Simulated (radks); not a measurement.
Charge is removed step by step from the 5s down level of neutral tin, starting from [Kr] 4d10 5s(up 1, down 1) 5p2. Calculated with a radial shooting solver on a logarithmic mesh with Libxc functionals: scalar-relativistic Kohn-Sham, PBE, spin-polarised, spherical densities, finite nucleus; open shells are filled with parallel spins first (spin-orbit coupling, left out, can overturn this in heavy ions); Fermi nuclear charge, rms radius 4.6519 fm.

removed (e)  E - E(0) (eV)  eigenvalue (eV)  E minus straight line (eV)
0                    0.000           -9.777                       0.000
0.25                 2.661          -11.532                      -0.695
0.5                  5.772          -13.375                      -0.939
0.75                 9.355          -15.301                      -0.713
1                   13.423          -17.218                       0.000

Removing the whole electron costs 13.423 eV by Delta-SCF, against 9.777 eV from minus the eigenvalue at the starting occupation. Slater's transition state (half an electron removed) gives 13.375 eV. Integrating minus the eigenvalue over the occupation (Janak's theorem) gives 13.423 eV. In this scalar-relativistic scheme the density is built from large components alone, so the theorem holds only approximately. The mean slope of the eigenvalue, de/dn, is 7.44 eV per electron.
